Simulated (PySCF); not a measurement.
C2H11FSi3, SMILES F[SiH2][SiH2]CC[SiH3]. Geometry: PBE0-D3(BJ)/def2-SVP. The structure was generated by enumeration, and PubChem lists no compound with its InChIKey, so it may never have been made. The values are those of a single conformer.

Computed equilibrium geometry at PBE0-D3(BJ)/def2-SVP (PySCF confirms it by a frequency run) as a Z-matrix (one conformer of several):
```
C
H 1 1.1044
H 1 1.1046 2 105.41
C 1 1.5330 2 110.90 3 -119.17
H 4 1.1043 1 110.61 2 178.61
H 4 1.1046 5 105.51 1 118.69
Si 4 1.8918 5 107.49 6 113.31
H 7 1.4951 4 111.62 5 53.94
H 7 1.4952 8 108.34 4 120.44
H 7 1.4963 8 108.35 9 118.04
Si 1 1.8944 2 106.53 3 113.06
H 11 1.4965 1 111.43 2 59.29
H 11 1.4993 12 107.97 8 -73.35
Si 11 2.3422 12 108.89 13 -118.20
F 14 1.6363 11 107.23 12 -67.98
H 14 1.4932 15 108.04 11 -122.52
H 14 1.4948 16 108.81 15 116.44
```
